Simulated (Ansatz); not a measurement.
FHO (SMILES OF), charge 0, multiplicity 1, relaxed at each level with Ansatz (a first-principles code); harmonic frequencies from differences of analytic forces, average atomic masses, frozen cores.

Give the equilibrium geometry, the harmonic frequencies and the zero-point energy at wB97X-V/def2-TZVPP.


(charge 0, multiplicity 1):
```xyz
3

O     -0.586     0.383     0.000
F      0.648    -0.300     0.000
H     -1.182    -0.380     0.000
```
Frequencies (cm⁻¹): 1048, 1439, 3793. Zero-point energy 8.98 kcal/mol.

Give the equilibrium geometry, the harmonic frequencies and the zero-point energy at CCSD(T)/cc-pVTZ.


(charge 0, multiplicity 1):
```xyz
3

O     -0.59841     0.39360     0.00000
F      0.65646    -0.30778     0.00000
H     -1.17775    -0.38142     0.00000
```
Frequencies (cm⁻¹): 925, 1397, 3780. Zero-point energy 8.72 kcal/mol.

Doubts at one or more of the structures used: a restricted determinant that unrestricted orbitals would lower (CCSD(T)/cc-pVTZ).
